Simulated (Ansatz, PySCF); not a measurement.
H6PSi, SMILES [SiH3][PH3+], charge +1. Atoms are numbered in the order given.

```xyz
8

Si     0.0000     0.0000    -1.1781
P      0.0000     0.0000     1.1457
H      0.1129    -1.4325    -1.4865
H      1.1842     0.8140    -1.4865
H     -1.2970     0.6185    -1.4865
H     -1.0543    -0.7335     1.7062
H     -0.1081     1.2798     1.7062
H      1.1624    -0.5463     1.7062
```
Charge +1, spin multiplicity 1.

Geometry optimised at B3LYP-D3(BJ)/def2-TZVP. The isomer is the one that the SMILES or the coordinates give; other isomers of the formula were not compared.

Two levels are set side by side: PBE-D3(BJ)/def2-TZVP (Ansatz, a first-principles code) and B3LYP-D3(BJ)/def2-TZVP (Ansatz). Each level has its own optimised geometry; the coordinates shown are those of the second. Frequencies come from the Hessian of PySCF at each geometry. Differences are taken from unrounded values.

```tsv
quantity	B3LYP-D3(BJ)
mean bond length (Å)	1.562
bond Si1–P2 (Å)	2.324
bond Si1–H3 (Å)	1.470
bond Si1–H4 (Å)	1.470
bond Si1–H5 (Å)	1.470
bond P2–H6 (Å)	1.401
bond P2–H7 (Å)	1.401
bond P2–H8 (Å)	1.401
highest harmonic wavenumber (cm⁻¹)	2520
mean harmonic wavenumber (cm⁻¹)	1275
zero-point energy (kcal/mol)	32.81
```

What does PBE-D3(BJ) give, and how far is it from B3LYP-D3(BJ)? (Estimate from the structure and the level; the computed values follow.)


```csv
quantity,PBE-D3(BJ),PBE-D3(BJ) minus B3LYP-D3(BJ)
mean bond length (Å),1.573,0.011
bond Si1–P2 (Å),2.318,-0.006
bond Si1–H3 (Å),1.484,0.015
bond Si1–H4 (Å),1.484,0.015
bond Si1–H5 (Å),1.484,0.015
bond P2–H6 (Å),1.414,0.013
bond P2–H7 (Å),1.414,0.013
bond P2–H8 (Å),1.414,0.013
highest harmonic wavenumber (cm⁻¹),2453,-67
mean harmonic wavenumber (cm⁻¹),1231,-44
zero-point energy (kcal/mol),31.67,-1.14
```

GGA bonds tend to be longer and softer than those of functionals with exact exchange. Differences between two approximate levels are no errors against the true value.
